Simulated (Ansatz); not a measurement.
Stepwise reaction of `[F][Sn]([F])([Cl])[Br]` with hydrogen chloride, as a gas-phase model of exchange steps in deposition or etching. ΔE in kJ/mol; ΔG adds harmonic PBE0-D4 terms to CCSD(T)/CBS, at 1 bar.

Gas-phase electronic energies from Ansatz, PBE0-D4/def2-TZVP geometries. CCSD(T)/CBS is the MP2 limit (def2-TZVPP, def2-QZVPP) plus CCSD(T) − MP2 in def2-TZVPP, frozen cores. This one scheme is used for every species. DFT in def2-TZVPP. B3LYP here is the variant with VWN-RPA as its local correlation; programs differ in this. Elements past krypton have def2 core potentials. For Br, Sn outer-core shells are correlated without core-valence functions, which leaves a few kJ/mol of doubt a bond. Scalar relativity is left out up to krypton.

```json
{"step": "1", "reaction": "`[F][Sn]([F])([Cl])[Br]` + HCl → `[F][Sn]([Cl])([Cl])[Br]` + H–F", "PBE-D4": "-35.8", "B3LYP-D4": "-36.1", "ωB97M-V": "-35.4", "CCSD(T)/CBS": "-40.0", "ΔG(600 K)": "-33.1"}
{"step": "2", "reaction": "`[F][Sn]([Cl])([Cl])[Br]` + HCl → `[Cl][Sn]([Cl])([Cl])[Br]` + H–F", "PBE-D4": "-34.0", "B3LYP-D4": "-34.3", "ωB97M-V": "-33.8", "CCSD(T)/CBS": "-38.9", "ΔG(600 K)": "-26.5"}
```

Question: By hand: ΔE of the 2 steps together at CCSD(T)/CBS.

Answer: (-40.0) + (-38.9) = -78.9 kJ/mol, or -39.5 kJ/mol a step.

In ΔE the steps differ by no more than 1.1 kJ/mol. All are downhill at CCSD(T)/CBS. ΔG lies between -33.1 and -26.5 kJ/mol a step. PBE-D4 differs from CCSD(T)/CBS by 4.2 to 4.9 kJ/mol a step. Isolated molecules leave out the surface, adducts and barriers. Largest T1 diagnostic: 0.012.
